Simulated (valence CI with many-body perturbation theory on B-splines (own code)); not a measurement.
**Hyperfine factors and g values of Pb⁵¹⁺**

Computed by configuration interaction combined with many-body perturbation theory (CI+MBPT): three valence electrons over a frozen Dirac-Fock core [Ar] 3d10, radial functions for each j: 11 s, 11 p, 9 d, 7 f, 5 g, 2 h, 1 i, with the one-electron correlation potential Σ1, the two-electron term Σ2, the three-electron term Σ3, Breit, model QED; selected CI, second order for the rest (own B-spline code, finite nucleus).

No measured spectrum was set against this ion. As an estimate, large intervals hold to a few tenths of a per cent, small ones and those within an open d or f shell to about a per cent.

A/g_I is the dipole constant over the nuclear g factor μ/I (μ in nuclear magnetons, uniformly magnetised nucleus), B/Q the quadrupole constant per barn. Both hold the static response of the core; the bare values leave it out. Large factors of s and p1/2 electrons are usually good to 5 to 10 %; those of open d and f shells near neutrality can be off by tens of per cent, and small factors of p3/2, d and f electrons come from cancelling terms and can be off by a factor of two or in sign, in half-filled shells by more. B is blank for J = 1/2, where it vanishes, and for nearly pure S terms. Energies count from the lowest level.

Levels are named by their leading jj configuration (3d3/2^4 stands for four electrons in 3d with j = 3/2), which in mixed levels can hold well under half, so a name can repeat and another be missing. Letters in brackets count levels of one name in rising energy.

| Level | E (eV) | g | A/g_I (MHz) | A/g_I bare | B/Q (MHz/b) | B/Q bare |
| --- | --- | --- | --- | --- | --- | --- |
| (4s^2 4p1/2) J=1/2 | 0.00 | 0.657 | 931000 | 904000 |  |  |
| (4s 4p1/2^2) J=1/2 | 118.12 | 2.130 | 2750000 | 2670000 |  |  |
| (4s^2 4p3/2) J=3/2 | 169.97 | 1.327 | 91000 | 87700 | 186000 | 181000 |
| (4s 4p1/2 4p3/2) J=3/2 [a] | 272.14 | 1.645 | 623000 | 605000 | 151000 | 147000 |
| (4s 4p1/2 4p3/2) J=5/2 | 282.10 | 1.346 | 789000 | 766000 | 146000 | 142000 |
| (4s 4p1/2 4p3/2) J=3/2 [b] | 295.83 | 0.992 | 31200 | 30200 | 109000 | 106000 |
| (4s 4p1/2 4p3/2) J=1/2 | 298.21 | 1.261 | -1040000 | -1010000 |  |  |
| (4s^2 4d3/2) J=3/2 | 360.24 | 0.808 | 34300 | 34700 | 29500 | 29400 |
| (4s^2 4d5/2) J=5/2 | 393.65 | 1.209 | 41900 | 41600 | 27600 | 27400 |
| (4p1/2^2 4p3/2) J=3/2 | 413.58 | 1.320 | 87800 | 85600 | 175000 | 170000 |
| (4s 4p3/2^2) J=5/2 | 449.35 | 1.426 | 617000 | 599000 | 51800 | 50300 |
| (4s 4p1/2 4d3/2) J=3/2 [a] | 453.25 | 0.504 | -246000 | -238000 | 36600 | 36000 |
| (4s 4p1/2 4d3/2) J=5/2 | 462.19 | 1.031 | 744000 | 723000 | 12800 | 13100 |
| (4s 4p3/2^2) J=1/2 | 467.96 | 1.924 | 2790000 | 2710000 |  |  |
| (4s 4p3/2^2) J=3/2 | 471.84 | 1.197 | -442000 | -429000 | -32800 | -31900 |
| (4s 4p1/2 4d3/2) J=1/2 | 477.24 | 0.405 | -1150000 | -1120000 |  |  |
| (4s 4p1/2 4d3/2) J=3/2 [b] | 479.23 | 1.281 | 735000 | 714000 | 23600 | 23100 |
| (4s 4p1/2 4d5/2) J=5/2 [a] | 498.43 | 1.361 | 266000 | 260000 | 33500 | 33100 |
| (4s 4p1/2 4d5/2) J=7/2 | 505.22 | 1.243 | 534000 | 519000 | 6960 | 7340 |
| (4s 4p1/2 4d5/2) J=5/2 [b] | 512.10 | 1.040 | 4220 | 5340 | 39500 | 38900 |
| (4s 4p1/2 4d5/2) J=3/2 | 513.95 | 1.114 | -624000 | -604000 | 9760 | 9890 |
| (4p1/2 4p3/2^2) J=3/2 | 580.42 | 1.423 | -80900 | -77800 | 19600 | 19100 |
| (4p1/2 4p3/2^2) J=5/2 | 581.48 | 1.171 | 259000 | 252000 | 18400 | 17900 |
| (4s^2 4f5/2) J=5/2 | 589.82 | 0.856 | -3990 | -2800 | 17400 | 16100 |
| (4p1/2 4p3/2^2) J=1/2 | 589.90 | 0.658 | 920000 | 892000 |  |  |
| (4p1/2^2 4d3/2) J=3/2 | 590.67 | 0.777 | 45500 | 44400 | 33000 | 32700 |
| (4s^2 4f7/2) J=7/2 | 600.92 | 1.142 | 17900 | 18300 | 16600 | 14800 |
| (4s 4p3/2 4d3/2) J=3/2 [a] | 633.00 | 1.307 | 365000 | 354000 | -5950 | -6150 |
| (4s 4p3/2 4d3/2) J=1/2 [a] | 633.11 | 2.280 | 1390000 | 1350000 |  |  |
| (4s 4p3/2 4d3/2) J=5/2 [a] | 633.21 | 1.249 | 428000 | 416000 | 57300 | 55500 |
| (4p1/2^2 4d5/2) J=5/2 | 633.54 | 1.192 | 5070 | 6990 | 27500 | 27200 |
| (4s 4p3/2 4d3/2) J=7/2 | 637.96 | 1.253 | 437000 | 424000 | 176000 | 171000 |
| (4s 4p3/2 4d3/2) J=3/2 [b] | 650.49 | 0.979 | 78600 | 77000 | -102000 | -99200 |
| (4s 4p3/2 4d5/2) J=9/2 | 656.35 | 1.327 | 350000 | 341000 | 226000 | 220000 |
| (4s 4p3/2 4d3/2) J=1/2 [b] | 659.10 | 0.584 | 444000 | 433000 |  |  |
| (4s 4p3/2 4d3/2) J=5/2 [b] | 660.44 | 0.949 | -149000 | -144000 | 124000 | 121000 |
| (4s 4p3/2 4d5/2) J=5/2 [a] | 669.64 | 1.351 | 543000 | 528000 | -103000 | -99700 |
| (4s 4p3/2 4d5/2) J=3/2 [a] | 676.38 | 1.152 | -247000 | -238000 | -103000 | -99700 |
| (4s 4p3/2 4d5/2) J=7/2 [a] | 676.73 | 1.210 | 103000 | 101000 | 165000 | 161000 |
| (4s 4p3/2 4d5/2) J=7/2 [b] | 686.66 | 1.218 | 84900 | 83400 | 88400 | 86500 |

Question: Take the isotope of mass number 207, with I = 1/2, μ = 0.5906 μN. What is the hyperfine structure of (4s 4p1/2 4p3/2) J=3/2 [b]?

Answer: From the table A = 36800 MHz. Shifts from the centre of gravity in MHz: F = 1: -46000, F = 2: 27600.
